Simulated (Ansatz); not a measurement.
Harmonic frequencies (cm⁻¹) at PBE0-D4/def2-TZVP from Ansatz: 33, 181, 192, 276, 370, 412, 503, 663, 744, 802, 971, 998, 1016, 1091, 1247, 1324, 1354, 1408, 1442, 1497, 1499, 2708, 3020, 3053, 3088, 3122, 3132.

Each molecule was computed in one conformer, which needn't be the lowest.

Task: Which molecule is it?
A. `COB(C)S`
B. `F[Si](F)(F)B([Si](F)(F)F)[Si](F)(F)F`
C. `CCB(F)S`
D. `BNC`

Result: C.
